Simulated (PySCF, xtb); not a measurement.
C2H8FNOSi, SMILES CC[Si@](N)(O)F. One conformer was computed; it need not be the lowest.

Harmonic wavenumbers (cm⁻¹) from xtb with GFN2-xTB at its own minimum, in rising order: 44, 121, 135, 154, 193, 223, 246, 268, 284, 348, 518, 665, 724, 763, 796, 855, 879, 957, 997, 1030, 1083, 1245, 1308, 1418, 1489, 1506, 1509, 1510, 2965, 2988, 3014, 3043, 3049, 3480, 3528, 3671.

Problem. What does B3LYP-D3(BJ)/def2-SVP in PySCF 2.14.0 give at its own minimum? (The exact figures need the calculation; the answer reports its results.)

Solution. 39, 137, 165, 201, 217, 238, 294, 315, 338, 366, 380, 649, 699, 767, 817, 850, 913, 943, 977, 994, 1039, 1249, 1276, 1396, 1430, 1478, 1482, 1534, 3024, 3031, 3076, 3098, 3109, 3588, 3685, 3883. Paired by order, the mean absolute difference is 45 cm⁻¹ and the zero-point energies are 67.2 and 68.2 kcal/mol.
